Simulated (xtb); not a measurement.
Au(Me)(CNMe) (C3H6AuN), SMILES C[N+]#[C-]->[Au][CH3], multiplicity 1. All values are semi-empirical tight-binding results from xtb (GFN2-xTB unless named), good for trends rather than for accurate numbers. Geometry: GFN2-xTB. The multiplicity is an assumed one; no other spin state was optimised. The isomer is the one that the SMILES or the coordinates give; other isomers of the formula were not compared.

Optimised geometry:

Bonded distances (Å): Au1–C2 2.038, Au1–C8 1.918, C2–H3 1.089, C2–H4 1.089, C2–H5 1.089, C6–N7 1.392, C6–H9 1.092, C6–H10 1.091, C6–H11 1.092, N7–C8 1.164. Bond angles (°): C2–Au1–C8 169.6, Au1–C2–H3 113.0, Au1–C2–H4 113.6, Au1–C2–H5 112.5, H3–C2–H4 105.7, H3–C2–H5 105.7, H4–C2–H5 105.7, N7–C6–H9 109.3, N7–C6–H10 109.4, N7–C6–H11 109.6, H9–C6–H10 109.5, H9–C6–H11 109.5, H10–C6–H11 109.5, C6–N7–C8 179.8, Au1–C8–N7 152.4.

For metal compounds this method's bond lengths and energies can be far off.

```json
{
  "orbital_gap": "2.61 eV",
  "zero_point_energy": "50.8 kcal/mol",
  "G − E(el) at 298.15 K (modified RRHO)": "28.6 kcal/mol"
}
```

Computed atomic charges and the Wiberg bond orders between heavy atoms:
charges (e) Au1 0.13, C2 -0.21, H3 -0.02, H4 -0.02, H5 -0.02, C6 -0.04, N7 -0.01, C8 -0.05, H9 0.08, H10 0.08, H11 0.08. Bond orders Au1–C2 0.81, C6–N7 1.03, Au1–C8 0.79, N7–C8 2.48.
